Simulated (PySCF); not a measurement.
# Frontier levels across methods

Species: C2H10BN.
Structure used (PBE0-D3(BJ)/def2-SVP), in Å, numbered top down from 1:
```xyz
14
C2H10BN angstrom
C     -1.9377    0.0609    0.1328
B     -0.4990    0.2965   -0.5564
N      0.6379   -0.2449    0.4909
C      2.0214   -0.1104    0.0297
H     -2.1626   -1.0022    0.3414
H     -2.0733    0.6158    1.0805
H     -2.7342    0.4132   -0.5423
H     -0.3103   -0.3695   -1.5745
H     -0.2088    1.4804   -0.7294
H      0.5060    0.2558    1.3719
H      0.4242   -1.2232    0.6950
H      2.2193    0.9493   -0.1738
H      2.1291   -0.6609   -0.9132
H      2.7425   -0.4902    0.7689
```

Basis pcSseg-2 throughout (PySCF), one geometry. Isolated species at its PBE0-D3(BJ)/def2-SVP geometry (one conformer only).

**Question.** How do the orbital energies, the gap and the dipole change with the method?

**Answer.** 
| method | kind | HOMO (eV) | LUMO (eV) | gap (eV) | μ (D) | SCF cycles |
| --- | --- | --- | --- | --- | --- | --- |
| OPBE | GGA | -5.93 | -0.75 | 5.18 | 4.96 | 14 |
| BLYP | GGA | -5.97 | -0.89 | 5.08 | 4.97 | 14 |
| PBE | GGA | -6.02 | -0.87 | 5.15 | 4.95 | 14 |
| LDA | LDA | -6.04 | -0.97 | 5.07 | 4.93 | 13 |
| B97-D | GGA | -6.05 | -0.72 | 5.32 | 4.98 | 14 |
| KT2 | GGA | -6.12 | -0.85 | 5.27 | 4.88 | 14 |
| BP86 | GGA | -6.13 | -0.71 | 5.42 | 4.97 | 14 |
| KT3 | GGA | -6.16 | -1.05 | 5.11 | 4.91 | 14 |
| B97-2 | global hybrid | -7.10 | -0.08 | 7.02 | 5.03 | 12 |
| B3LYP | global hybrid | -7.18 | -0.44 | 6.74 | 5.03 | 12 |
| PBE0 | global hybrid | -7.33 | -0.11 | 7.22 | 5.03 | 12 |
| mPW1PW91 | global hybrid | -7.37 | -0.13 | 7.24 | 5.04 | 12 |
| BHandHLYP | global hybrid | -8.65 | 0.41 | 9.06 | 5.10 | 12 |
| CAM-B3LYP | range-separated hybrid | -8.79 | 0.56 | 9.35 | 5.08 | 12 |
| wB97X-D | range-separated hybrid | -9.25 | 1.63 | 10.88 | 5.11 | 12 |
| LC-wPBE | range-separated hybrid | -10.13 | 1.74 | 11.87 | 5.11 | 12 |
| HF | Hartree–Fock | -10.67 | 2.06 | 12.73 | 5.20 | 9 |

The HOMO spans 4.74 eV, from OPBE down to HF, and the gap runs from 5.07 eV (LDA) to 12.73 eV (HF). Over the methods OPBE (0 %), BLYP (0 %), PBE (0 %), LDA (0 %), B97-D (0 %), KT2 (0 %), BP86 (0 %), KT3 (0 %), B97-2 (21 %), B3LYP (20 %), PBE0 (25 %), mPW1PW91 (25 %), BHandHLYP (50 %), HF (100 %), a straight line through the gap against the share of exact exchange rises by 0.76 eV for each 10 % (correlation coefficient 0.998). The dipole ranges from 4.88 D (KT2) to 5.20 D (HF). This basis has no diffuse functions.
